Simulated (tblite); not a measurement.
Compound: C7H6BBrO.
Bonds: C1–C2 (triple), C2–C3, C3–C4 (aromatic), C4–C5 (aromatic), C5–O6 (aromatic), O6–C7 (aromatic), C7–B8, B8–C9, B8–Br10, C3–C7 (aromatic). Hydrogens: H11 on C1; H12 on C4; H13 on C5; H14, H15, H16 on C9.

Computed with GFN2-xTB (tblite), gas phase: L-BFGS steps from a force-field or distance-geometry start until the largest atomic force falls under 0.01 eV/Å.

The end geometry, which sets the zero of energy:
```
atom  x, y, z in Å
C1     -0.1022    2.4065   -1.3737
C2      0.3501    1.4292   -0.8416
C3      0.9216    0.3013   -0.2324
C4      2.3047    0.0069   -0.1542
C5      2.3886   -1.1769    0.5179
O6      1.1857   -1.6282    0.8550
C7      0.2505   -0.7419    0.4087
B8     -1.2383   -0.9908    0.6479
C9     -2.3406    0.0166    0.1441
Br10   -1.7288   -2.5594    1.5743
H11    -0.5143    3.2542   -1.8339
H12     3.1082    0.5971   -0.5447
H13     3.2361   -1.7706    0.8022
H14    -2.1872    1.0109    0.5644
H15    -2.2882    0.1494   -0.9369
H16    -3.3535   -0.2955    0.3913
```

**Question.** These geometries come from the run, each turned onto the end geometry. Order them by energy, lowest first.
A.
```
atom  x, y, z in Å
C1     -0.1180    2.3905   -1.3634
C2      0.3243    1.4085   -0.8313
C3      0.9135    0.2877   -0.2278
C4      2.3008    0.0104   -0.1568
C5      2.3998   -1.1719    0.5163
O6      1.2022   -1.6375    0.8584
C7      0.2547   -0.7618    0.4155
B8     -1.2395   -0.9966    0.6482
C9     -2.3236    0.0282    0.1366
Br10   -1.7793   -2.5475    1.5723
H11    -0.5321    3.2383   -1.8205
H12     3.0935    0.6127   -0.5522
H13     3.2555   -1.7555    0.7974
H14    -2.1570    1.0191    0.5608
H15    -2.2614    0.1578   -0.9445
H16    -3.3411   -0.2735    0.3795
```
B.
```
atom  x, y, z in Å
C1     -0.1161    2.3954   -1.3654
C2      0.3470    1.4189   -0.8395
C3      0.9115    0.2869   -0.2277
C4      2.2988    0.0091   -0.1555
C5      2.4057   -1.1712    0.5140
O6      1.2087   -1.6403    0.8584
C7      0.2533   -0.7671    0.4189
B8     -1.2448   -1.0096    0.6566
C9     -2.3192    0.0230    0.1385
Br10   -1.8282   -2.5452    1.5745
H11    -0.5431    3.2393   -1.8203
H12     3.1030    0.6006   -0.5461
H13     3.2833   -1.7322    0.7846
H14    -2.1630    1.0159    0.5590
H15    -2.2681    0.1596   -0.9412
H16    -3.3365   -0.2740    0.3799
```
C.
```
atom  x, y, z in Å
C1     -0.1184    2.4017   -1.3684
C2      0.3536    1.4270   -0.8460
C3      0.9225    0.2858   -0.2257
C4      2.3043    0.0031   -0.1544
C5      2.4073   -1.1813    0.5212
O6      1.2086   -1.6467    0.8596
C7      0.2568   -0.7612    0.4150
B8     -1.2469   -1.0017    0.6553
C9     -2.3266    0.0376    0.1292
Br10   -1.8538   -2.5822    1.5969
H11    -0.5497    3.2452   -1.8232
H12     3.1027    0.5994   -0.5454
H13     3.2973   -1.7187    0.7768
H14    -2.1607    1.0268    0.5706
H15    -2.2676    0.1569   -0.9596
H16    -3.3370   -0.2829    0.3866
```
D.
```
atom  x, y, z in Å
C1     -0.1263    2.4177   -1.3768
C2      0.3664    1.4061   -0.8357
C3      0.9225    0.3046   -0.2349
C4      2.3155   -0.0060   -0.1513
C5      2.4040   -1.1791    0.5214
O6      1.2055   -1.6500    0.8604
C7      0.2562   -0.7667    0.4179
B8     -1.2377   -0.9904    0.6499
C9     -2.3310    0.0453    0.1241
Br10   -1.8664   -2.6057    1.6109
H11    -0.5520    3.2478   -1.8245
H12     3.0980    0.5980   -0.5442
H13     3.3036   -1.7134    0.7736
H14    -2.1574    1.0352    0.5789
H15    -2.2655    0.1548   -0.9728
H16    -3.3430   -0.2894    0.3915
```
E.
```
atom  x, y, z in Å
C1     -0.1158    2.3918   -1.3637
C2      0.3368    1.4131   -0.8350
C3      0.9112    0.2861   -0.2273
C4      2.2972    0.0114   -0.1569
C5      2.4025   -1.1693    0.5136
O6      1.2084   -1.6397    0.8590
C7      0.2576   -0.7661    0.4177
B8     -1.2348   -0.9990    0.6487
C9     -2.3213    0.0221    0.1399
Br10   -1.8124   -2.5426    1.5721
H11    -0.5380    3.2370   -1.8193
H12     3.0985    0.6039   -0.5476
H13     3.2683   -1.7399    0.7891
H14    -2.1596    1.0150    0.5583
H15    -2.2644    0.1585   -0.9394
H16    -3.3419   -0.2736    0.3795
```

**Answer.** A (0.003 eV), E (0.008 eV), B (0.015 eV), C (0.059 eV), D (0.254 eV).

In the order of the answer:

```json
{"step": "12", "E above end (eV)": "0.003", "largest force (eV/Å)": "0.07", "rms force component (eV/Å)": "0.020", "rms distance from end (Å)": "0.026", "rms bond change (Å)": "0.001", "bond most changed (Å)": "B8–Br10 -0.002"}
{"step": "8", "E above end (eV)": "0.008", "largest force (eV/Å)": "0.14", "rms force component (eV/Å)": "0.041", "rms distance from end (Å)": "0.032", "rms bond change (Å)": "0.001", "bond most changed (Å)": "B8–Br10 +0.003"}
{"step": "6", "E above end (eV)": "0.015", "largest force (eV/Å)": "0.25", "rms force component (eV/Å)": "0.062", "rms distance from end (Å)": "0.036", "rms bond change (Å)": "0.003", "bond most changed (Å)": "C7–B8 +0.008"}
{"step": "3", "E above end (eV)": "0.059", "largest force (eV/Å)": "0.82", "rms force component (eV/Å)": "0.203", "rms distance from end (Å)": "0.044", "rms bond change (Å)": "0.014", "bond most changed (Å)": "B8–Br10 +0.051"}
{"step": "1", "E above end (eV)": "0.254", "largest force (eV/Å)": "5.27", "rms force component (eV/Å)": "1.111", "rms distance from end (Å)": "0.051", "rms bond change (Å)": "0.030", "bond most changed (Å)": "B8–Br10 +0.095"}
```

What follows is the cost of the whole relaxation. Time: 0.32 s of wall time. Hardware: one thread, Arm Neoverse V1 (aarch64), shared host with 32 logical CPUs at a one-minute load of 6.1.
